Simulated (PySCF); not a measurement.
Fe(OH2)6, SMILES [OH2]->[Fe+3](<-[OH2])(<-[OH2])(<-[OH2])(<-[OH2])<-[OH2] (charge +3), multiplicity 6 (GFN2-xTB optimised geometry):

```
19

Fe     0.000     0.000     0.000
O      0.000    -0.001     2.309
H      0.000    -0.768     2.907
H     -0.001     0.765     2.908
O      0.000     2.309     0.000
H      0.766     2.908     0.002
H     -0.766     2.908    -0.002
O     -2.309     0.001     0.000
H     -2.908     0.004    -0.766
H     -2.908    -0.001     0.766
O      2.309     0.000     0.000
H      2.908     0.003     0.766
H      2.907    -0.003    -0.766
O     -0.001    -2.309    -0.001
H     -0.767    -2.907    -0.004
H      0.765    -2.908     0.002
O      0.000     0.000    -2.309
H     -0.001    -0.767    -2.907
H      0.000     0.765    -2.908
```

Method: unrestricted CAM-B3LYP/def2-SVP run with PySCF.

### Question
What are the frontier orbital energies (α orbitals alone; a β orbital can be the lowest empty one)?

### Answer
HOMO-2 -24.53 eV, HOMO-1 -24.53 eV, HOMO -24.53 eV, LUMO -12.72 eV, LUMO+1 -9.84 eV.

On the same geometry unrestricted PBE/def2-SVP (PySCF) gives HOMO-2 -21.01 eV, HOMO-1 -21.01 eV, HOMO -21.01 eV, LUMO -14.29 eV, LUMO+1 -11.58 eV.

Meta-Löwdin charges at CAM-B3LYP/def2-SVP: Fe1 1.83, O2 -0.60, H3 0.40, H4 0.40, O5 -0.60, H6 0.40, H7 0.40, O8 -0.60, H9 0.40, H10 0.40, O11 -0.60, H12 0.40, H13 0.40, O14 -0.60, H15 0.40, H16 0.40, O17 -0.60, H18 0.40, H19 0.40.
